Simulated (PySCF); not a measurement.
These 2 structures share the formula C11H16. Level of theory: PBE0-D3(BJ)/def2-SVP geometry optimisation, gas phase in PySCF 2.14.0. Energies are electronic, without zero-point or thermal terms, for one conformer each. No frequencies were run at this level. Point groups hold within 0.08 Å.

Task: Rank from lowest to highest electronic energy at this level (kcal/mol).
A. `CC1=CC=C(C(C)(C)C)C=C1` (4-tert-butyltoluene)
B. `[CH3:1][CH2:2][CH2:3][c:4]1[cH:5][cH:6][cH:7][cH:8][c:9]1[CH2:10][CH3:11]` with C1–C2–C3–C4 180°, C2–C3–C4–C5 90°, C8–C9–C10–C11 91°

Result: A (0.0), B (0.3).

As drawn, the lower has a quaternary carbon, which the higher lacks. Neighbours under 2.5 kcal/mol apart (Cc1ccc(C(C)(C)C)cc1 and CCCc1ccccc1CC) can change places with a better method, another conformer or zero-point energy.

```
             SMILES      E (Eh)  E rel (kcal/mol)  dipole (D)  point group       A, B, C (MHz)
Cc1ccc(C(C)(C)C)cc1  -428.01976               0.0        0.07            –  2530, 641.1, 578.3
      CCCc1ccccc1CC  -428.01925               0.3        0.60           C1  1412, 819.2, 572.8
```

Task: How do the relative energies change in single points at PBE0/pcSseg-1 (no added dispersion term) on the same geometries?

Result: 
```tsv
SMILES	PBE0-D3(BJ)/def2-SVP (kcal/mol)	PBE0/pcSseg-1 (kcal/mol)	shift
Cc1ccc(C(C)(C)C)cc1	0.0	0.0	0.0
CCCc1ccccc1CC	0.3	0.5	+0.2
```

Each column counts from its own lowest isomer. The order is unchanged; the largest shift is 0.2 kcal/mol.

Task: As an exercise, what shares would exp(−E/RT) give at 2000 K from these electronic energies alone (no entropy, no degeneracies)?

Result: RT = 3.974 kcal/mol: Cc1ccc(C(C)(C)C)cc1 52.0 %, CCCc1ccccc1CC 48.0 %.
